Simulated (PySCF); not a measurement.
## HTaN, doublet: structure and spectrum

Computed with UPBE0/[Ta def2-TZVP with ECP60, N def2-TZVP, H def2-TZVP], scalar-relativistic core potentials, density fitting, no spin–orbit coupling, PySCF.

The structure is a minimum.

```xyz
3
charge 0 multiplicity 2, angstrom
Ta   -0.0831   -0.0015    0.0847
N     1.0000    0.0182   -1.2021
H     1.0214    0.0186    1.5021
```

- Point group: Cs
- Bond lengths: Ta–H 1.797 Å, Ta–N 1.682 Å
- Bond angles: H–Ta–N 102.0°
- Heat capacity Cp at 298.15 K: 39.6 J/(mol K)
- Atomisation energy without zero-point energy: 812 kJ/mol
- Principal polarisabilities: 35.9, 51.9, 60.8 bohr³
- Enthalpy at 298.15 K above 0 K: 10.54 kJ/mol
- Rotational constants: 5.48, 0.4551, 0.4202 cm⁻¹
- Zero-point energy: 20.1 kJ/mol
- Highest occupied level (α): -5.25 eV
- Dipole moment: 5.96 D
- Lowest empty level (α): -3.38 eV
- Entropy at 298.15 K and 1 bar (electronic part: spin only): 266.8 J/(mol K)
- Principal quadrupole moments (Buckingham, traceless) about the centre of mass: -8.22, 0.00, 8.23 D Å
- Spin squared ⟨S²⟩: 0.773
- Rotational symmetry number: 1

Harmonic modes (masses in u: Ta 180.948, N 14.003, H 1.008):
```csv
symmetry,ω (cm⁻¹),IR (km/mol),μ (u)
a',521,51.0,1.10
a',1082,73.4,14.81
a',1759,106,1.02
```

Charges (e):
| atom | Mulliken | Löwdin | polar tensor | spin (Mulliken) | Mayer order to Ta1 |
| --- | --- | --- | --- | --- | --- |
| Ta1 | 0.59 | 0.46 | 1.01 | 1.28 | – |
| N2 | -0.47 | -0.34 | -0.72 | -0.20 | 3.05 |
| H3 | -0.13 | -0.12 | -0.29 | -0.08 | 0.98 |

Mulliken populations on Ta1 (electrons outside its core potential): s 2.54, p 6.23, d 3.60, f 0.05.

Other isomers or separated fragments may lie lower. Open d and f shells are described by one determinant, and the ground state may have another occupation or spin. At this level a doublet minimum of Cs symmetry lies 63 kJ/mol below this structure. Spin–orbit coupling, left out here, can matter for elements this heavy.

The final relaxation and frequency run took 26 s on 2 threads of a shared Arm Neoverse V2 host, with 77 basis functions and 13 gradients; the process peaked at 0.79 GiB.
